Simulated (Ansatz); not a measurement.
Born–Oppenheimer molecular dynamics of F$_{2}$Ge$_{2}$H$_{4}$O (9 atoms, charge 0, multiplicity 1). It starts from a relaxed structure.

Level of theory: RKS PBE/def2-SVP (Ansatz).

- ensemble: NVT, Langevin thermostat
- time step: 0.25 fs
- steps asked: 250
- set temperature: 1500 K
- friction: 0.05 /fs
- seed: 652733

First frame:

```xyz
9
Properties=species:S:1:pos:R:3
Ge 0.055 0.014 0.023
O -0.023 -0.368 1.758
H -0.946 -0.356 2.082
Ge 2.335 -0.003 -0.814
H 2.935 -1.406 -0.569
H 2.286 0.316 -2.325
H 3.131 1.079 -0.048
F -0.757 1.552 -0.233
F -0.993 -1.110 -0.830
```

Problem. How far do the bonds stretch over the last three quarters of this one trajectory? (Pairs bonded in most of those frames.)

Solution. 
```tsv
bond	mean (Å)	spread (Å)	shortest	longest
Ge1–O2	1.794	0.049	1.73	1.86
Ge1–Ge4	2.490	0.054	2.43	2.62
Ge1–F8	1.761	0.050	1.68	1.83
Ge1–F9	1.804	0.054	1.73	1.90
O2–H3	0.984	0.041	0.91	1.07
Ge4–H5	1.571	0.086	1.41	1.77
Ge4–H6	1.541	0.043	1.46	1.67
Ge4–H7	1.564	0.052	1.47	1.68
```

Mean temperature of the second half: 1528 K. A run of 0.062 ps of so small a system gives no equilibrium averages.

Run time: 7.7 min on 4 threads of Intel(R) Xeon(R) Platinum 8259CL CPU @ 2.50GHz (Skylake/Cascade Lake) (shared host), peak memory 0.23 GiB.
